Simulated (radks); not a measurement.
The numbers below are computed, except where a source is named.
Fractional charge and spin in the 5s shell of caesium: the spin-up occupation runs from 0 to 1 and the spin-down occupation from 0 to 1; the fullest corner is Cs3+, [Kr] 4d10 5p(up 2, down 2) 5s(up 1, down 1). Level of theory: scalar-relativistic Kohn-Sham, PBE, spin-polarised, spherical densities, finite nucleus; Fermi nuclear charge, rms radius of each element as measured or else 0.836 A^(1/3) + 0.57 fm (a radial shooting solver on a logarithmic mesh with Libxc functionals). Energy (eV) minus the two flat planes that join the four corners (they meet along the diagonal where the two added fractions sum to one electron); zero is where a piecewise linear energy would lie.

down \ up,0,0.5,1
0,0.000,-1.585,0.000
0.5,-1.585,0.264,-1.518
1,0.000,-1.518,0.000

Corners above the fullest one (they belong to Cs4+ and the next ion): (up 1, down 0) 60.038 eV, (up 0, down 1) 60.038 eV, (up 0, down 0) 133.55 eV. With half an added electron in each spin the energy lies 0.264 eV from the planes, and with half an added electron in spin up alone -1.585 eV. The planes are only a guide here: the flat-plane condition holds for ground states with one frontier orbital, while this shell lies below other occupied shells, so the corners above the fullest one are inner-hole states and not the ground states of those ions.
